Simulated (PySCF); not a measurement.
**Ionisation energy of K⁺ by level of theory**

K⁺ [Ar] (1S) → K²⁺ [Ne] 3s2 3p5 (2P), as a difference of total energies. Calculation: PySCF 2.14, in 6-31G*; no relativity, point nucleus. Correlated levels: valence: [Ne] 3s2 frozen. The calculations carry no spin-orbit coupling.

```tsv
method	ionisation energy (eV)
UHF	31.499
TPSS	32.770
BP86	32.852
MP2 (valence)	32.470
SCS-MP2 (valence)	32.405
CCSD (valence)	32.464
CCSD(T) (valence)	32.465
```

Task: How much does correlation contribute at CCSD(T) (valence)?

Result: 32.465 − (31.499) = 0.966 eV, measured against UHF.

These non-relativistic numbers lack the scalar-relativistic shift.

The reference lies between the lowest fine-structure levels, while these numbers refer to the centres of the terms.

Errors of the correlated levels include the incompleteness of this basis and the frozen core.

For comparison: 31.625 eV (measured; NIST Atomic Spectra Database, ionization energies).
